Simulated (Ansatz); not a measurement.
```yaml
crystal:
  periodic: [false, false, false]
  atoms:
    - {symbol: B, position_ang: [-0.716056, 1.826044, -0.147986]}
    - {symbol: Ga, position_ang: [0.646792, 0.990446, 1.143945]}
    - {symbol: Al, position_ang: [1.510894, -1.395170, 1.196923]}
    - {symbol: Si, position_ang: [-0.859217, 0.004695, -0.962497]}
    - {symbol: H, position_ang: [-0.163541, 2.611722, -0.875602]}
    - {symbol: H, position_ang: [-1.726156, 2.171579, 0.406781]}
    - {symbol: H, position_ang: [2.800708, -1.749295, 0.340589]}
    - {symbol: H, position_ang: [0.778394, -2.453651, 2.126869]}
    - {symbol: H, position_ang: [-2.073031, -0.822245, -0.733057]}
    - {symbol: H, position_ang: [-0.294332, -0.264229, -2.310972]}
    - {symbol: H, position_ang: [0.161045, -0.977096, -0.164492]}
basis:
  gaussian: {orbitals: cc-pVTZ-DK, fitting: {mean_field: def2-universal-jkfit}}
hamiltonian: {xc: {name: wB97}}
output: {forces: true}
```

```sh
$ ansatz run in.yaml --threads 4 --pin off --events-out ev --progress --plain --max-ram 10444MiB
```

Shortened log:

```
Functional definition: wB97
723 factors; integrals over basis functions are off by at most 1.2e0 eV
723 factors; integrals over basis functions are off by at most 1.2e-4 eV
mean field evaluation 1: about -68190.2312 eV, gradient 3.1e1 eV
mean field evaluation 2: about -68191.8825 eV, gradient 2.4e1 eV
mean field evaluation 4: about -68193.2847 eV, gradient 1.4e0 eV
mean field evaluation 8: about -68193.2946 eV, gradient 5.3e-2 eV
mean field evaluation 16: about -68193.2946 eV, gradient 1.0e-4 eV
mean field -68193.29462010 eV, -2506.0573542133 hartree, gradient 2.5e-5 eV, S^2 0.000000; 0 other end points of the search recorded, 0 dependent functions left out
reference -68193.29460558 eV, -2506.0573536800 hartree; 35, 35 occupied and 204, 204 virtual orbitals, 723 factors
Total energy: -68193.29460558 eV, -2506.0573536800 hartree
Relativity: scalar
Atom 0 at    -0.716056     1.826044    -0.147986 Å, force     0.189816     0.010144     0.219662 eV/Å
Atom 1 at     0.646792     0.990446     1.143945 Å, force    -0.099704    -0.042338    -0.136777 eV/Å
Atom 2 at     1.510894    -1.395170     1.196923 Å, force     0.046655     0.018975     0.059721 eV/Å
Atom 3 at    -0.859217     0.004695    -0.962497 Å, force     0.006851    -0.194178    -0.068527 eV/Å
Atom 4 at    -0.163541     2.611722    -0.875602 Å, force    -0.013404    -0.012059    -0.001103 eV/Å
Atom 5 at    -1.726156     2.171579     0.406781 Å, force     0.006250    -0.008477    -0.008352 eV/Å
Atom 6 at     2.800708    -1.749295     0.340589 Å, force    -0.077771     0.032790     0.057235 eV/Å
Atom 7 at     0.778394    -2.453651     2.126869 Å, force     0.044477     0.077325    -0.049411 eV/Å
Atom 8 at    -2.073031    -0.822245    -0.733057 Å, force     0.029662     0.035468    -0.031387 eV/Å
Atom 9 at    -0.294332    -0.264229    -2.310972 Å, force    -0.043386     0.014233     0.034076 eV/Å
Atom 10 at     0.161045    -0.977096    -0.164492 Å, force    -0.089447     0.068115    -0.075135 eV/Å
Dipole moment:     0.257277    -0.035361     0.301148 e Å
```

Hardware: 4 threads of an INTEL XEON PLATINUM 8581C on a shared host. Wall time 6.5 s, peak host memory 0.74 GiB.
